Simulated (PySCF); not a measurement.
## Static response to an electric field

C₃H₄F₃P.
Atom-mapped SMILES: `[CH3:1]/[CH:2]=[P:3]\[C:4]([F:5])([F:6])[F:7]` (hydrogens: H8, H9, H10 on C1; H11 on C2)

Cartesian coordinates in Å at the GFN2-xTB level; atoms count from 1:
```
atom  x, y, z in Å
C1    -1.1954    0.2826   -0.7826
C2    -1.0387    0.2376    0.6922
P3     0.2678   -0.0706    1.6886
C4     1.6442   -0.3840    0.3992
F5     1.3959   -1.4319   -0.4051
F6     1.8824    0.6707   -0.3992
F7     2.7962   -0.6518    1.0303
H8    -1.5564    1.2698   -1.0759
H9    -1.9565   -0.4384   -1.0855
H10   -0.2815    0.0716   -1.3275
H11   -1.9527    0.4470    1.2395
```

Level: CAM-B3LYP/def2-SVPD (PySCF), static field, nuclei fixed, core orbitals frozen in the response. The polarisability tensor in these axes (au):

```
x   76.47 -6.02  8.91
y   -6.02 52.16 -2.16
z    8.91 -2.16 68.31
```

Problem. Give the principal values, the mean and the anisotropy Δα = √{½[(α1 − α2)² + (α2 − α3)² + (α1 − α3)²]}.

Solution. Principal values 50.75, 62.75 and 83.43 au; mean 65.64 au = 9.73 Å³ = 10.82 × 10⁻⁴⁰ C²·m²/J; Δα = 28.64 au (44 % of the mean).

Problem. What is the dipole moment, and where does it point?

Solution. (-2.82, 0.66, -0.31) D, 2.92 D in size, pointing from the negative to the positive side. Measured along this direction, the outermost atoms are F7 at the negative end and H9, H8 and H11 at the positive end.

Problem. What are the principal values of the traceless quadrupole moment, Θ = ½Σq(3rr − r²1), about the centre of nuclear charge?

Solution. -2.63, -2.23, 4.86 D·Å. The values depend on the origin, since the dipole doesn't vanish. The electronic extent ⟨r²⟩ about the same centre is 852 bohr², a root-mean-square distance of 1.93 Å for the 64 electrons.

Problem. Form Σ f/ω² (atomic units) for the 8 lowest TDDFT singlets, given as eV and f, and set it beside the mean polarisability, which is this sum over all singlets: 4.97, 0.0072; 5.48, 0.2654; 6.45, 0.0002; 6.70, 0.0005; 7.29, 0.0276; 8.02, 0.2222; 8.25, 0.0004; 8.28, 0.0334.

Solution. They add up to 10.07 au, 15.3 % of the 65.64 au; the largest single term is 6.53 au, from the state at 5.48 eV. Terms in order: 0.22, 6.53, 0.00, 0.01, 0.38, 2.56, 0.00, 0.36 au. Higher excitations give the rest. The strengths listed sum to 0.557.

Problem. Along which axes do the principal values lie, and how far do the nuclei extend along each?

Solution. Largest value along (0.83, -0.20, 0.52), where the nuclei span 5.09 Å; middle along (-0.51, 0.11, 0.86), 3.32 Å; least along (0.23, 0.97, 0.01), 2.16 Å. The response follows the extents in order.

Problem. Estimate the molar refractivity from the static electronic polarisability.

Solution. Lorentz–Lorenz: R = (4π/3)N_A α = 2.5225 cm³/(mol·Å³) × 9.73 Å³ = 24.5 cm³/mol, in the limit of long wavelengths.

Geometry: GFN2-xTB; no solvent, vibrations or thermal averaging.

The run behind these numbers computed excited states as well. The run took about 70 s of CPU time (one thread, shared machine).
